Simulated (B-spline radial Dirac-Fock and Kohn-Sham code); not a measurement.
# Electron momentum distribution of Cl¹⁰⁺: Compton profiles

System: the Cl¹⁰⁺ ion, 1s2 2s2 2p3.

The computed values come from a radial atomic solver: the impulse approximation on relativistic Hartree-Fock (Dirac-Fock) wave functions, averaged over the configuration. pz is in atomic units of momentum; subshell profiles are per electron, for a selection of subshells; open shells are spread over both j values by their weights.

```
 pz    J total   J 1s1/2   J 2s1/2   J 2p3/2
  0     0.7857    0.0513     0.193    0.0993
0.2     0.7834    0.0513     0.192    0.0993
0.3     0.7806    0.0513     0.190    0.0993
0.4     0.7766    0.0513     0.188    0.0993
0.5     0.7715    0.0512     0.186    0.0993
0.6     0.7653    0.0511     0.183    0.0992
0.8     0.7499    0.0510     0.176    0.0991
  1     0.7308    0.0508     0.167    0.0988
1.2     0.7084    0.0505     0.156    0.0984
1.4     0.6832    0.0502     0.145    0.0977
1.6     0.6558    0.0499     0.133    0.0967
1.8     0.6266    0.0495     0.121    0.0953
  2     0.5962    0.0491     0.109    0.0936
2.5     0.5184    0.0479    0.0798    0.0877
  3     0.4429    0.0465    0.0554    0.0798
  4     0.3149    0.0431    0.0233    0.0607
  5     0.2240    0.0393   0.00942    0.0421
  7     0.1232    0.0311   0.00420    0.0175
 10    0.06045    0.0200   0.00373   0.00429
 15    0.02169   0.00851   0.00156  0.000510
 20   0.008394   0.00352  0.000550  8.58e-05
 30   0.001580  0.000695  8.67e-05  5.38e-06
 40  0.0003986  0.000178  1.98e-05    < 1e-6
 60  4.828e-05  2.19e-05  2.21e-06    < 1e-6
```

J(0) = 0.7857. The 2s1/2 subshell gives the largest part, 49 %.

Mean momentum ⟨p⟩ by subshell (a.u.): 1s1/2 14.2, 2s1/2 4.70, 2p1/2 6.33, 2p3/2 6.30.
